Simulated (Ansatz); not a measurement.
Mulliken charges of CH4AlFOS, SMILES `C[O][Al]([F])[SH]` from r2SCAN/def2-TZVPP in Ansatz (PBE0-D4/def2-TZVP geometry).

| atom | x (Å) | y (Å) | z (Å) | charge (e) |
| --- | --- | --- | --- | --- |
| C1 | -0.066 | -0.120 | -1.796 | 0.021 |
| O2 | 0.450 | -0.166 | -0.497 | -0.378 |
| Al3 | -0.046 | 0.094 | 1.071 | 0.692 |
| F4 | -1.587 | 0.552 | 1.428 | -0.356 |
| S5 | 1.380 | -0.179 | 2.671 | -0.262 |
| H6 | -1.122 | 0.172 | -1.815 | 0.054 |
| H7 | 0.500 | 0.600 | -2.395 | 0.054 |
| H8 | 0.027 | -1.102 | -2.268 | 0.054 |
| H9 | 0.464 | 0.149 | 3.600 | 0.120 |

Question: By hand: the dipole of these point charges (1 e Å = 4.8032 D).

Answer: Σ q r = (0.024, -0.024, -0.235) e Å, of length 0.237 e Å = 1.14 D.

Question: How does the dipole of the full density compare? (Estimate.)

Answer: Ansatz gave: (-0.069, 0.005, -0.191) e Å, 0.98 D; the point charges give 1.16 times that, at 27° from its direction.

Point charges leave out the atoms' own dipoles, such as those of lone pairs, and Mulliken's split depends on the basis, so the two needn't agree.
